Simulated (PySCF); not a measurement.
Question: What does the PBE0-D3(BJ)/def2-SVP structure of `CC#Cc1cc[n-]c1` look like in three dimensions? (Charge -1.)

Answer: 
```xyz
14
C7H6N angstrom
C     -3.616   -0.465    0.106
C     -2.168   -0.334    0.088
C     -0.949   -0.224    0.072
C      0.458   -0.089    0.055
C      1.439   -1.099   -0.193
C      2.667   -0.448   -0.094
N      2.534    0.876    0.193
C      1.215    1.089    0.281
H     -4.033   -0.744   -0.880
H     -3.964   -1.231    0.825
H     -4.105    0.482    0.397
H      1.245   -2.151   -0.411
H      3.660   -0.894   -0.222
H      0.804    2.080    0.506
```

Any rigid rotation of these coordinates is as good. Atoms count from 1 in this order. N7 (two-coordinate ring nitrogen) is bent (angle 105.4°). The C–C distances run from 1.224 Å (C2≡C3, drawn triple) to 1.454 Å (C1–C2, drawn single), a spread of 0.230 Å. The C–N distances run from 1.339 Å (N7–C8, aromatic) to 1.361 Å (C6–N7, aromatic), a spread of 0.022 Å. C6 (aromatic CH next to a ring nitrogen) is planar (angles 126.9°, 120.6° and 112.5°, sum 360.0°, 0.00 Å off the plane of its three neighbours).

Bonds between heavy atoms (Å): C1–C2 1.454, C2≡C3 1.224, C3–C4 1.413, C4–C5 1.429, C5–C6 1.393, C6–N7 1.361, N7–C8 1.339, C4–C8 1.419.

Level of theory: PBE0-D3(BJ)/def2-SVP geometry optimisation, gas phase in PySCF.

Point group: near Cs, missed by 0.12 Å at most; the miss may be what the optimiser left on a soft mode. PBE0-D3(BJ)/def2-SVP frequencies: not computed here. The geometry's basis has no diffuse functions, a weakness for an anion.

The run took about 60 s of CPU time (one thread, shared machine). That covers the optimisation of the geometry.
